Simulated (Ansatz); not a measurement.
Geometry optimisation, DFT LDA, scalar-relativistic, plane waves, PAW in Ansatz 0.2.0.

Input file:

```yaml
accuracy: low
crystal:
  lattice:
    - [5.727565, 0.0, 0.0]
    - [2.863782, 4.960217, 0.0]
    - [0.0, 0.0, 17.676537]
  atoms:
    - { symbol: Al, position: [0.1666667, 0.1666667, 0.0565722] }
    - { symbol: Al, position: [0.6666667, 0.1666667, 0.0565722] }
    - { symbol: Al, position: [0.1666667, 0.6666667, 0.0565722] }
    - { symbol: Al, position: [0.6666667, 0.6666667, 0.0565722] }
    - { symbol: Al, position: [-0.1666667, 0.3333333, 0.1888531] }
    - { symbol: Al, position: [0.3333333, 0.3333333, 0.1888531] }
    - { symbol: Al, position: [-0.1666667, 0.8333333, 0.1888531] }
    - { symbol: Al, position: [0.3333333, 0.8333333, 0.1888531] }
    - { symbol: Al, position: [0.0, 0.0, 0.321134] }
    - { symbol: Al, position: [0.5, 0.0, 0.321134] }
    - { symbol: Al, position: [0.0, 0.5, 0.321134] }
    - { symbol: Al, position: [0.5, 0.5, 0.321134] }
    - { symbol: Ga, position: [0.5066559, 0.5125691, 0.461433] }
basis:
  ecutwfc: 420.0
kpoints:
  mp_grid: { grid: [3, 3, 1] }
hamiltonian:
  xc: lda
  pseudopotentials: { kind: paw, azcp: { folder: soft_1 } }
scf:
  occupations: { method: fermi_dirac, width: 0.05 }
  lower_state_search: "off"
relax:
  f_tol: 0.08
  max_steps: 25
  adjacent_minimum: "off"
  constraints: [{ sites: [0, 1, 2, 3] }]
output:
  write_density: true
  write_potential: true
  elf: true
  volumetric_format: npy
```

Launched with:

```bash
$ ansatz run input.yaml --threads 1 --pin off --max-ram 3072MiB --backend cpu --events-out ev --progress --plain --runs-dir out
```

Question: Where does it end, and by what steps?

Answer: The run converged. The force dipped under the threshold on the way, but the program's further checks kept it going. Limits of this set-up: coarse k mesh, thin slab, slab without dipole correction, PAW files made for another functional, low accuracy level. After 11 steps the energy has fallen by 0.635 eV; Ga13 moved furthest, 1.61 Å. Joined: Al10–Ga13 (3.72 → 2.63 Å), Al11–Ga13 (3.73 → 2.72 Å).

```
step  energy less start (eV)  largest force component (eV/Å)  accepted
   0                  0.0000                           0.960       yes
   1                 -0.1749                           0.236       yes
   2                 -0.2373                           0.160       yes
   3                 -0.2939                           0.231       yes
   4                 -0.3723                           0.273       yes
   5                 -0.4633                           0.256       yes
   6                 -0.5456                           0.183       yes
   7                 -0.5989                           0.088       yes
   8                 -0.6255                           0.035       yes
   9                 -0.6305                           0.023       yes
  10                 -0.6316                           0.045       yes
  11                 -0.6346                           0.038       yes
```

```xyz
13
Lattice="5.7276 0.0000 0.0000 2.8638 4.9602 0.0000 0.0000 0.0000 17.6765" Properties=species:S:1:pos:R:3
Al 1.432 0.827 1.000
Al 4.296 0.827 1.000
Al 2.864 3.307 1.000
Al 5.728 3.307 1.000
Al 0.020 1.665 3.285
Al 2.877 1.665 3.302
Al 1.447 4.136 3.279
Al 4.332 4.134 3.279
Al 0.067 -0.008 5.676
Al 2.908 0.055 5.536
Al 1.430 2.505 5.584
Al 4.301 2.464 5.542
Ga 5.609 3.420 7.625
```

Run time: 86 s on 1 thread of Arm Neoverse V2, on a shared host, peak memory 0.5 GiB.
